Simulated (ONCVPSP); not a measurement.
Potentials for tungsten compared

Generated with ld1.x 7.5 (TM, RRKJ, ultrasoft, PAW), atompaw 4.2 or ONCVPSP 4.0.1. The cutoff is in Ry: for ld1.x and atompaw files where the sum of valence levels is converged to 10 mRy in a Bessel basis, for ONCV files where the hardest occupied wave has 1 mHa per electron of residual kinetic energy. The error is the largest all-electron minus pseudo excitation energy over each file’s own four to seven test configurations (ionisations up to +4, promotions, holes and added fractions of an electron), all of which were solved. The labels leave out finer settings (local radius, basis sizes, second energies), which also bear on the numbers. Spin-polarised tests are not counted. The rows are a selection from randomly drawn settings: files with unsolved tests, undetermined cutoffs or missed reference levels are left out.

A true bound ghost makes a file unfit for plane-wave use even where its test errors are small: the radial tests pick states by their node count and pass the ghost by.

| potential | cutoff (Ry) | largest error (meV) | bound ghosts |
| --- | --- | --- | --- |
| ONCV, PBEsol, scalar-relativistic, rc 1.70/1.60/1.65 (spd), local smoothed, core correction yes, reference 5s2 5p6 5d4 6s2, qcut 8.8/8.5/6.3, projectors 2/2/2 | 50 | -12 | none |
| ONCV, LDA (Perdew-Wang 92), fully relativistic, rc 1.90/1.40/2.85 (spd), local smoothed, core correction yes, reference 5s2 5p6 5d5 6s1, qcut 6.3/4.9/6.5, projectors 2/2/2 | 208 | +1.5 | none |
| ONCV, PBE, scalar-relativistic, rc 2.00/2.05/2.00 (spd), local d, core correction no, reference 5s2 5p6 5d5 6s1, qcut 6.1/7.9/7, projectors 2/1/0 | 29 | -162 | none |
| ONCV, PBE, scalar-relativistic, rc 1.50/2.20/2.25 (spd), local smoothed, core correction no, reference 5s2 5p6 5d4 6s1.5 6p0.5, qcut 8.9/7/6.7, projectors 2/2/1 | 55 | -177 | none |
| ONCV, PBE, scalar-relativistic, rc 2.95/1.12/2.85 (spd), local smoothed, core correction yes, reference 5p6 5d4 6s2, qcut 2/7.2/6.5, projectors 3/2/2 | 91 | -15 | s |
| ONCV, LDA (Perdew-Wang 92), scalar-relativistic, rc 1.55/2.05/2.20/0.60 (spdf), local smoothed, core correction yes, reference 4f14 5s2 5p6 5d4 6s2, qcut 8.8/6.5/7.1/28.2, projectors 2/1/2/2 | 676 | -9.6 | s, p, d |

Question: Fill in the row for W: ONCV, PBE, scalar-relativistic, rc 1.45/1.90/2.20/0.95 (spdf), local f, core correction yes, reference 4f14 5s2 5p6 5d4 6s1.5, qcut 8.4/7.7/5.9/17.3, projectors 2/2/1/0.

Answer: cutoff 273 Ry, largest error -8.6 meV, bound ghosts: s, p, d.

Question: Fill in the row for W: ONCV, PBE, scalar-relativistic, rc 1.55/2.05/2.60 (spd), local smoothed, core correction yes, reference 5s2 5p6 5d4 6s2, qcut 6.2/5.2/6.3, projectors 2/2/2.

Answer: cutoff 36 Ry, largest error -29 meV, bound ghosts: none.
